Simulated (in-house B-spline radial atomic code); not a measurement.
K. Computed with a B-spline radial atomic code. Model: non-relativistic spherical atom: semilocal Troullier-Martins pseudo-atom, one channel per l, against all electrons, high spin, G0W0 and RPA with empty states to l = 8, local potential for every l without a channel, a model core (radius 0 = none) keeps its share of the functional.

What the tables leave out is listed at the end.

The pseudopotential gives back the lowest level of each angular momentum of its own functional in the configuration it was made in; a second state of the same l is only approximately right. Exact exchange, RPA and GW see the smooth pseudo-orbitals and miss the exchange with the core, for which the functional's share stands in. The column with an uncorrelated core keeps all orbitals and exact exchange, and so separates missing core correlation from pseudisation. Only the three outermost levels and the lowest empty one were computed. RPA here is direct RPA, with no exchange kernel, and its energies carry an (l + 1/2)⁻⁴ tail. A hybrid on a potential with a model core restores only its own semilocal share of the core's exchange.

Command:
```bash
python run_psgw.py task.json out
```
Settings (lengths in bohr, energies in hartree):
```
Z                      19
electrons              19
configuration          [Ar] 4s1
generated_in           [Ar] 4s1
functional             lda,vwn
core_shells            4
radius_factor          0.8
core_correction        True
ion_configuration      [Ne] 3s2 3p6
```

Cost of the run: 44 s on 1 thread of Arm Neoverse N1 (shared host).

Given: made with LDA VWN5; model core radius 0.711 bohr; local radius 1.273 bohr; mean-field start LDA VWN5.

Valence shells of the generating configuration: 3p, 4s.

Channel: s 3.24, p 0.926 (radii in bohr).

Computed: largest level miss in the spin-unpolarised generating configuration 0 eV; valence RPA correlation energy all-electron orbitals -0.34047 hartree; all-electron RPA polarisability, core included 149.15 bohr³; pseudo-atom RPA polarisability 149.08 bohr³; ionisation by mean-field all-electron 4.5314 eV; ionisation by RPA all-electron 4.7723 eV; ionisation by RPA pseudo minus all 0.199 eV.

| level | occupied | mean-field all-electron (eV) | mean-field pseudo minus all (eV) | G0W0 all-electron (eV) | G0W0 uncorrelated core minus all (eV) | G0W0 pseudo minus all (eV) | exchange self-energy all-electron (eV) | exchange self-energy pseudo (eV) |
| --- | --- | --- | --- | --- | --- | --- | --- | --- |
| 4s up | 1 | -2.6178 | -0.001 | -4.4933 | 0.003 | -0.11 | -5.928 | -5.7801 |
| 4s down (empty) | 0 | -2.0223 | 0.001 | -0.71086 | 0.004 | -0.11 | -0.7912 | -0.66738 |

Q: What is the valence RPA correlation energy pseudo?

A: -0.43871 hartree.

Q: What is the ionisation by mean-field pseudo minus all?

A: 0.002 eV.

Given: mean-field start PBE0.

Computed: valence RPA correlation energy all-electron orbitals -0.3108 hartree; valence RPA correlation energy pseudo -0.41171 hartree; pseudo-atom RPA polarisability 121.7 bohr³; ionisation by mean-field pseudo minus all 0.103 eV; ionisation by RPA all-electron 4.6574 eV; ionisation by RPA pseudo minus all 0.205 eV.

```json
{"level": "4s up", "occupied": "1", "mean-field all-electron (eV)": "-2.9886", "mean-field pseudo minus all (eV)": "-0.059", "G0W0 all-electron (eV)": "-4.5761", "G0W0 uncorrelated core minus all (eV)": "0.005", "G0W0 pseudo minus all (eV)": "-0.157", "exchange self-energy all-electron (eV)": "-5.6377", "exchange self-energy pseudo (eV)": "-5.7691"}
{"level": "4s down (empty)", "occupied": "0", "mean-field all-electron (eV)": "-1.0057", "mean-field pseudo minus all (eV)": "-0.06", "G0W0 all-electron (eV)": "-0.36394", "G0W0 uncorrelated core minus all (eV)": "0.007", "G0W0 pseudo minus all (eV)": "-0.071", "exchange self-energy all-electron (eV)": "-0.76724", "exchange self-energy pseudo (eV)": "-0.7637"}
```

Q: What is the ionisation by mean-field all-electron?

A: 4.3765 eV.

Q: What is the all-electron RPA polarisability, core included?

A: 131.32 bohr³.

Among the listed levels the largest G0W0 shift of the pseudo-atom is -0.16 eV, for 4s up on the PBE0 start, while leaving the core uncorrelated moves that level by +0.01 eV. So pseudisation and the lost core exchange, not the missing core correlation, make the error. Not in the tables (levels of low weight, unsolved or above zero; the highest and the empty levels are kept at any weight): on LDA the G0W0 levels 3p down (pseudo minus all +0.12 eV, weights 0.09 and 0.09), 3p up (pseudo minus all +0.14 eV, weights 0.08 and 0.09); on PBE0 the G0W0 levels 3p down (pseudo minus all +2.02 eV, weights 0.40 and 0.08), 3p up (pseudo minus all +2.00 eV, weights 0.40 and 0.08); no Hartree-Fock pseudo-atom is run with a model core.
